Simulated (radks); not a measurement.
Values are calculated unless marked as measured or tabulated.
Eu, configuration [Xe] 4f7 6s2. Code: a radial shooting solver on a logarithmic mesh with Libxc functionals. Model: scalar-relativistic Kohn-Sham, LDA (Slater exchange, VWN5 correlation), spin-polarised, spherical densities, finite nucleus; open shells are filled with parallel spins first (spin-orbit coupling, left out, can overturn this in heavy ions); Fermi nuclear charge, rms radius 5.1115 fm; hard spherical wall at 8 bohr. Some entries of the table are withheld. Estimate them.

orbital,occ.,eigenvalue (hartree),<1/r> (bohr^-1)
1s down,1,-1775.527,70.15
1s up,1,-1775.527,70.15
2s up,1,-291.5545,16.26
2s down,1,-291.5514,16.26
2p up,3,-259.9071,15.23
2p down,3,-259.9049,15.23
3s up,1,-64.11862,5.953
3s down,1,-64.03156,5.959
3p up,3,-54.26550,5.607
3p down,3,-54.17920,5.613
3d up,5,-41.04318,5.324
3d down,5,-40.97567,5.329
4s up,1,-12.74121,2.508
4s down,1,-12.54066,2.508
4p up,3,-9.49800,2.306
4p down,3,-9.29867,2.305
4d up,5,-4.97627,2.025
4d down,5,-4.77990,2.023
5s up,1,-1.65557,0.9663
5s down,1,-1.54610,0.9480
5p up,3,-0.87940,0.8081
5p down,3,-0.79707,0.7850
4f up,7,(1),1.422
6s up,1,-0.11797,0.3192
6s down,1,-0.10709,0.3119
5d up,0,-0.04736,0.4429
5d down,0,-0.02284,0.4083
6p up,0,0.00089,0.2718
6p down,0,0.00835,0.2690
4f down,0,(2),1.333
7s up,0,0.22972,0.2866
7s down,0,0.24099,0.2883

Answer. 
(1) 4f up eigenvalue (hartree): -0.12973
(2) 4f down eigenvalue (hartree): 0.03523
